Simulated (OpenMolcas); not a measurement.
## Sr: effect of the active space

```yaml
Program: OpenMolcas
Method: MS-CASPT2, IPEA 0.25 Eh, imaginary shift 0.1 Eh
Basis: ANO-RCC
Scalar_Hamiltonian: DKH2, point nucleus
Spin-orbit_coupling: state interaction with AMFI integrals over the reference wave functions, term energies averaged over their components
```

A. 2 electrons in 8 orbitals (5s 5p 6s 6p); 2S+1 = 3 even, 3 roots; 2S+1 = 1 even, 7 roots; 2S+1 = 3 odd, 3 roots; 2S+1 = 1 odd, 3 roots; closed shells correlated: 4s 4p; CASPT2 step roughly 21 core-seconds
B. 2 electrons in 9 orbitals (4d 5s 5p); 2S+1 = 3 even, 18 roots (15 in the spin-orbit step); 2S+1 = 1 even, 12 roots; 2S+1 = 3 odd, 18 roots; 2S+1 = 1 odd, 15 roots; closed shells correlated: 4s 4p; CASPT2 step roughly 80 core-seconds

Energies in cm⁻¹ above 5s² ¹S₀, the measured ground level; measured values from NIST Handbook of Basic Atomic Spectroscopic Data.

```tsv
Level	A	B	Measured
5s² ¹S₀	0.0	0.0	0.0
5s 5p ³P°₀	14220	14170	14318
5s 5p ³P°₁	14360	14270	14504
5s 5p ³P°₂	14630	14470	14899
5s 5p ¹P°₁	23680	21400	21698
```

Deviations, from unrounded energies. A percentage is the sum of absolute deviations over the sum of measured energies, with the sign that they share, or ± where signs differ.

| Against measurement | Levels | A | B |
| --- | --- | --- | --- |
| mean absolute deviation (cm-1) | 4 | 620 | 280 |
| other configurations (%) | 4 | ±3.8 | -1.7 |

B lies closest to measurement on these levels. The largest miss of B in the table is 5s 5p ³P°₂, by -430 cm-1. The ranking rests on the paired levels alone, and a cruder setting can come out closer through cancelling errors.

Between A and B the level of the table that moves most is 5s 5p ¹P°₁, by 2300 cm-1 (lowest in B, highest in A). Moves below CASPT2's spread within the term are not significant.

Over all roots computed the reference weight is 0.87 to 0.94 in A, 0.89 to 0.94 in B; the roots of lowest weight are the least certain, and an intruder state may touch them. The run also gave levels led by 5s 6s, which use shells meant for correlation; these and all levels above them are left out (holds for A). Some high roots are left out of the spin-orbit mixing, which shifts the levels that they would mix with (holds for B). Computed and measured levels are paired by configuration, term and J; levels that our copy of the source lacks, or whose pairing is in doubt (as where it misses far off the trend of its configuration), stay unpaired and out of the deviations. Only configurations of the active space appear. Levels that lie high or do not pair safely by name in every column are left out.

° marks odd parity.
